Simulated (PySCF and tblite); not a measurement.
The numbers below are computed, except where a source is named.
2 diastereomers of C5H10Cl2, numbered alike:

```tsv
isomer	SMILES	descriptors (one enantiomer)	sequence (m meso, r racemo)
A	[CH3:1][C@H:2]([Cl:3])[CH2:4][C@H:5]([CH3:6])[Cl:7]	2S, 5S	r
B	[CH3:1][C@@H:2]([Cl:3])[CH2:4][C@H:5]([CH3:6])[Cl:7]	2R, 5S	m
```

Protocol: conformer search, at most 7 conformers an isomer, GFN2-xTB geometries, energies PBE0/pcSseg-1 (D3(BJ) added where defined), GIAO shieldings PBE0/pcSseg-1, weights at 298.15 K with GFN2-xTB thermal terms. Programs: PySCF with density fitting and tblite.

What shifts does each isomer give (ppm; of two unlike H on one atom, a is the less shielded)?


A (r): ¹H (against TMS): 4.37 (H2/H5, 2H), 1.65 (H4, 2H), 1.51 (H1/H6, 6H). ¹³C (against TMS): 61.2 (C2/C5), 55.7 (C4), 28.0 (C1/C6).

B (m): ¹H (against TMS): 4.09 (H2/H5, 2H), 2.10 (H4a, 1H), 1.71 (H4b, 1H), 1.49 (H1/H6, 6H). ¹³C (against TMS): 60.4 (C2/C5), 54.6 (C4), 26.9 (C1/C6).

Shifts are unscaled: against experiment ¹³C can be off by 15 ppm or more and ¹H by 0.8 ppm.
